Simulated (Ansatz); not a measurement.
Ge$_{2}$ (SMILES [Ge]=[Ge]), triplet, geometry from GFN2-xTB; SVWN5/def2-QZVP run with Ansatz (a program for electronic structure).

Input for Ansatz:
Ansatz 0.2 input:
```yaml
crystal:
  periodic: [false, false, false]
  atoms:
    - {symbol: Ge, position_ang: [-0.00000000, -0.00000000, -1.16521925]}
    - {symbol: Ge, position_ang: [0.00000000, 0.00000000, 1.16521925]}
basis:
  gaussian:
    orbitals: def2-QZVP.json
hamiltonian:
  xc: {name: SVWN5}
magnetization: {spin_polarized: true, initial_magnetization: 2}
```
The basis file holds def2-QZVP in the JSON format of the Basis Set Exchange.

Output, abridged:

```
Functional definition: SVWN5
842 factors; their error is unknown
mean field evaluation 1: about -112865.5194 eV, gradient 2.1e1 eV
mean field evaluation 2: about -112865.5159 eV, gradient 2.3e1 eV
mean field evaluation 4: about -112866.3475 eV, gradient 7.9e-1 eV
mean field evaluation 8: about -112866.3355 eV, gradient 1.4e-1 eV
mean field evaluation 16: about -112866.3355 eV, gradient 2.5e-5 eV
mean field evaluation 32: about -112863.9525 eV, gradient 4.2e0 eV
mean field evaluation 64: about -112863.5914 eV, gradient 3.9e0 eV
mean field -112866.33548433 eV, -4147.7613254993 hartree, gradient 1.4e-6 eV, S^2 2.001759; 5 other end points of the search recorded, 0 dependent functions left out
reference -112866.33550961 eV, -4147.7613264284 hartree; 33, 31 occupied and 117, 119 virtual orbitals, 842 factors
Total energy: -112866.33550961 eV, -4147.7613264284 hartree
```
